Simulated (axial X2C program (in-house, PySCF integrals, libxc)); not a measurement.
**WN: from the spin-free to the two-component result**

Computed with an in-house relativistic program for diatomic molecules. Spin-free means the one-electron spin-free X2C Hamiltonian; two-component (2c) means X2C with spin–orbit coupling and atomic mean-field two-electron Coulomb and Gaunt terms, so the difference of the two also holds small scalar two-electron terms. Basis: W dyall-cv3z [13s14p9d7f4g], N dyall-av3z [7s7p3d2f] (cores contracted in-house); Gaussian nuclei, density fitting, unrestricted open shells. Masses: W 183.951 u, N 14.003 u.

Spin-free state: M_S = 3/2, Λ = 0 (beyond evenly filled blocks: σα, δ+α, δ-α); fragments W + N.

```csv
level,Re (Å),ωe (cm⁻¹),De (eV),μ (D)
M06,1.646,1132.6,5.707,-4.03
```

Dipoles are positive if N is the positive end.

Two-component determinant lowest at the distance of the search:

Ω = 3/2 (⟨Sz⟩ = 1.49, ⟨Lz⟩ = 0.01 at M06); fragments W + N.

```
level  Re (Å)  ωe (cm⁻¹)  μ (D)
  M06   1.645     1130.2  -4.01
```

(1) From the two tables, how do the constants change at the M06 level (2c against spin-free)?

Occupations by symmetry block were frozen at the best pattern of an incomplete PBE0 search. De is counted from the lowest determinant-based energies of the atoms at the same level, without counterpoise correction. De is not given where an atomic determinant may have missed its ground term or J level, or where the truncated virtual space spoils (T). Density functionals use the spin component along the axis (collinear). PBE0 can misorder states that lie within some tenths of an eV, so this need not be the ground state of the molecule. The nearest other spin-free determinant of the search, M_S = 1/2, Λ = 2, lies 0.77 eV up at the distance of the search. The functionals have no current-density term, which raises determinants with orbital currents, atoms included. With several unpaired electrons one determinant need not be a pure state. This is the top spin component of a Σ state; components of lower Ω are not single determinants and can lie lower. The determinant is spin-polarised beyond a pure state at some levels (its spin-free form has ⟨S²⟩ too high), which makes Re and μ there less reliable. The stretched end of a curve changes character and is left out.

Answers

(1) At the M06 level Re falls by 0.001 Å and ωe decreases by 2.4 cm⁻¹.
